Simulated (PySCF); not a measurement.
Computed shifts of a molecule C₄H₆F₂, HF/pcSseg-1 (PySCF), GIAO, gas phase, atoms alike by connectivity averaged where their shifts nearly agree, in ppm (number of nuclei): ¹³C: 144.3 (1), 131.3 (1), 103.2 (1), 20.2 (1). ¹⁹F: -103.0 (1), -122.8 (1). ¹H: 6.79 (1), 5.92 (1), 5.87 (1), 2.22 (3). References: ¹³C against TMS (σ = 192.6 ppm); ¹⁹F against CFCl3 (σ = 238.5 ppm); ¹H against TMS (σ = 31.99 ppm), references at their B3LYP-D3(BJ)/def2-TZVP geometries, non-relativistic. Coordinates come from a PBE0-D3(BJ)/def2-SVP optimisation. Other conformers were not sampled.

Question: Which molecule gave these data?
(A) C=C(C)C(F)F
(B) C/C=C/C(F)F
(C) C=C(F)[C@H](C)F
(D) C[C@H]1[C@@H](F)[C@H]1F

Answer: B, C/C=C/C(F)F
